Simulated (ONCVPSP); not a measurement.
## nickel: one change to an ONCV potential, before and after

```json
{
 "Element": "Ni",
 "Generator": "ONCVPSP 4.0.1",
 "Type": "optimised norm-conserving Vanderbilt (ONCV)",
 "Functional": "PBE",
 "Relativity": "scalar-relativistic",
 "Frozen core": "[Ne]",
 "Valence charge": "18",
 "Reference configuration": "3s2 3p6 3d8 4s1 4p1",
 "Partial waves": "3s+4s: rc 1.40 bohr, ncon 4, nbas 8, qcut 10.2 1/bohr, 2 projectors; 3p+4p: rc 1.60 bohr, ncon 3, nbas 7, qcut 7.9 1/bohr, 2 projectors; 3d: rc 0.95 bohr, ncon 4, nbas 8, qcut 17.6 1/bohr, 3 projectors, debl 3.3 Ha; f scattering state at 0.05 Ha: rc 1.30 bohr, ncon 4, nbas 8, qcut 8.6 1/bohr, 2 projectors, debl 2.5 Ha",
 "Local potential": "polynomial inside 0.70 bohr (lpopt 3, dvloc0 2 Ha)",
 "Core correction": "none"
}
```

Change: s: qcut 7.7; p: qcut 6; d: qcut 13.4; f: qcut 6.5.

Cutoffs: the cutoffs (Ha) at which the residual kinetic energy of the hardest occupied pseudo-wave falls to 1 and 0.1 mHa per electron; they do not see the model core or the augmentation charge, which bear on the density cutoff. Errors are all-electron minus pseudo energies relative to the spin-unpolarised reference configuration.

What does the change do?

The potential gets neither clearly harder nor softer (111 Ha and 126 Ha → 85 Ha and 184 Ha); the d channel sets the loose cutoff, while the largest relative change is in s, which becomes softer; of the 4 tests that both files solve, the error grows in 3 and shrinks in 1 by more than 15 % and 0.3 meV (median size 1.2 → 2.8 meV); neither file shows a bound ghost.

| quantity | base | changed |
| --- | --- | --- |
| cutoff, loose | 111 Ha | 85 Ha |
| cutoff, tight | 126 Ha | 184 Ha |
| loose cutoff by channel | s 27 Ha, p 25 Ha, d 111 Ha | s 15 Ha, p 45 Ha, d 85 Ha |
| bound ghosts | none | none |
| GHOST(+) flags under 300 eV | none | none |
| error for 3s2 3p6 3d8 4s2 4p0, meV [ΔE -4.60 eV] | +0.6 | +0.1 |
| error for 3s2 3p6 3d8 4s1 4p0, meV [ΔE 4.73 eV] | -0.5 | -0.8 |
| error for 3s2 3p6 3d8 4s0 4p0, meV [ΔE 22.08 eV] | -1.8 | -4.9 |
| error for 3s2 3p6 3d9 4s1 4p0, meV [ΔE -6.19 eV] | -1.9 | -5.3 |
| s: phases at 1.42 bohr within 0.05 rad from the reference energy up to (Ha; the scan ends near 5) | to the end of the scan | to the end of the scan |
| p: phases at 1.63 bohr within 0.05 rad from the reference energy up to (Ha; the scan ends near 5) | to the end of the scan | to the end of the scan |
| d: phases at 0.97 bohr within 0.05 rad from the reference energy up to (Ha; the scan ends near 5) | to the end of the scan | to the end of the scan |
| f: phases at 1.32 bohr within 0.05 rad from the reference energy up to (Ha; the scan ends near 5) | to the end of the scan | to the end of the scan |
